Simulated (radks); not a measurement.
Numerical settings for neutral zinc, [Ar] 3d10 4s2. All-electron calculation, scalar-relativistic Kohn-Sham, r2SCAN, spin-polarised, spherical densities, finite nucleus; meta-GGA in the generalised Kohn-Sham scheme; Fermi nuclear charge, rms radius 3.9283 fm. Program: a radial shooting solver on a logarithmic mesh with Libxc functionals. The defaults (mesh step 0.008 in ln r, mesh end at 40 bohr or more with all orbitals vanishing there, Anderson mixing 0.5 over 9 steps, residual threshold near 1e-9 with the energy settled to 1e-9 hartree or 1e-11 of itself, here a cap of 100 iterations) give E = -1796.299 hartree and 4s at -6.220 eV in 16 iterations. Run on one thread of a shared host, so times are rough (Arm Neoverse V1): 0.2 s of CPU time, 0.2 s wall, 16 iterations on 2381 mesh points. Changes against that run (0 stands for a change within the tolerance of the run):

| setting | iterations | converged | E (mhartree) | e(4s) (meV) | CPU (s) |
|---|---|---|---|---|---|
| mesh step in ln r 0.08 | 14 | yes | +9.23 | +0.039 | 0.03 |
| mesh step in ln r 0.05 | 14 | yes | -0.0795 | -0.00484 | 0.04 |
| mesh step in ln r 0.2 | 3 | no | diverged | - | 0.01 |
| mesh end (bohr) 20 | 16 | yes | 0 | 0 | 0.19 |
| mesh end (bohr) 2 | 12 | level above zero | +6.2e+03 | +7.41e+04 | 0.12 |
| residual threshold 0.1 | 12 | yes | 0 | -0.041 | 0.16 |
| residual threshold 1e-16 | 100 | no | 0 | 0 | 0.65 |
| mixing 0.05 | 19 | no | diverged | - | 0.33 |
| linear mixing, mixing 0.2 | 64 | yes | 0 | +0.0298 | 0.64 |
| linear mixing, mixing 0.05 | 100 | no | +0.45 | +11.5 | 1 |
| mixing history 2 | 21 | yes | 0 | +0.0105 | 0.23 |
| iteration cap 5 | 5 | no | +35.5 | +616 | 0.07 |

Settled on a wrong energy, with an occupied level pushed above zero by the early mesh end: mesh end (bohr) 2 (+6.2 hartree). Apart from these: settings that end as converged yet miss the energy by more than 1 mhartree: mesh step in ln r 0.08 (+0.00923 hartree). A mesh that ends early acts as a hard wall.
